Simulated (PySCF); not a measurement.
C₆ coefficients of unlike pairs at UHF

Calculated with PySCF 2.14 from the dipole response of each species, C₆(A,B) = (3/π) ∫ α_A(iu) α_B(iu) du, in atomic units, from isotropic polarisabilities. For ions this is the dispersion term alone; charge-induced terms of lower order in 1/R come first.

```
species            configuration                                    basis      relativity  α (bohr³)  C₆ (like pair)
    Be+            [He] 2s1 (2S)                  aug-cc-pVDZ-DK (4s3p2d)   spin-free X2C      25.30           72.89
 Se(2+)   [Ar] 3d10 4s2 4p2 (3P)              aug-cc-pVQZ-DK (8s7p5d3f2g)   spin-free X2C      9.581           44.64
  N(2+)        [He] 2s2 2p1 (2P)                  dyall-acv3z (15s9p4d2f)   spin-free X2C      2.706           3.830
     Au  [Xe] 4f14 5d10 6s1 (2S)  aug-cc-pVDZ-PP with ECP60MDF (5s5p4d2f)  core potential      49.08           407.6
```

**Question.** Estimate C₆ for N(2+) with Se(2+).

**Answer.** The integral gives 13.03. The combination rule 2 C_A C_B / (C_A α_B/α_A + C_B α_A/α_B) gives 13.07 and the geometric mean 13.08.

No spin-orbit coupling is included.

The other pairs:

| pair | C₆ |
| --- | --- |
| Au, Be+ | 164.0 |
| Au, Se(2+) | 126.1 |
| N(2+), Be+ | 12.80 |
| Au, N(2+) | 36.51 |
| Se(2+), Be+ | 45.16 |
